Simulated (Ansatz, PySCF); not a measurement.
CH₉NOSi₂, SMILES CO[SiH2]N[SiH3]. Atoms are numbered in the order given.

```xyz
14

C      2.6555     1.1769     0.0951
O      1.3995     0.6837     0.4899
Si     0.6841    -0.6539    -0.2008
N     -0.9117    -0.8601     0.4168
Si    -2.3126     0.0754    -0.0332
H      2.6908     1.3972    -0.9890
H      2.8582     2.1123     0.6396
H      3.4694     0.4637     0.3262
H      1.4812    -1.8737     0.1247
H      0.6255    -0.4445    -1.6769
H     -0.9930    -1.4392     1.2487
H     -2.7028     1.0771     1.0040
H     -3.4935    -0.8090    -0.2645
H     -1.9646     0.7885    -1.2939
```

Geometry: ωB97X-D3(BJ)/def2-SVP. One conformer was computed; it need not be the lowest.

Two levels are set side by side: PBE-D3(BJ)/def2-SVP (Ansatz, an electronic-structure program) and ωB97X-D3(BJ)/def2-SVP (PySCF). Each level has its own optimised geometry; the coordinates shown are those of the second. Frequencies come from the Hessian of PySCF at each geometry. Differences are taken from unrounded values.

```tsv
quantity	ωB97X-D3(BJ)	PBE-D3(BJ)	PBE-D3(BJ) minus ωB97X-D3(BJ)
mean bond length (Å)	1.410	1.422	0.012
bond C1–O2 (Å)	1.406	1.412	0.006
bond O2–Si3 (Å)	1.667	1.683	0.016
bond Si3–N4 (Å)	1.724	1.736	0.013
bond N4–Si5 (Å)	1.744	1.757	0.013
bond C1–H6 (Å)	1.107	1.116	0.009
bond C1–H7 (Å)	1.101	1.110	0.008
bond C1–H8 (Å)	1.107	1.116	0.009
bond Si3–H9 (Å)	1.493	1.507	0.014
bond Si3–H10 (Å)	1.492	1.505	0.013
bond N4–H11 (Å)	1.017	1.025	0.009
bond Si5–H12 (Å)	1.494	1.508	0.014
bond Si5–H13 (Å)	1.493	1.507	0.013
bond Si5–H14 (Å)	1.490	1.502	0.012
highest harmonic wavenumber (cm⁻¹)	3637	3504	-132
mean harmonic wavenumber (cm⁻¹)	1251	1196	-55
zero-point energy (kcal/mol)	64.37	61.54	-2.83
```

GGA bonds tend to be longer and softer than those of functionals with exact exchange. Differences between two approximate levels are no errors against the true value.
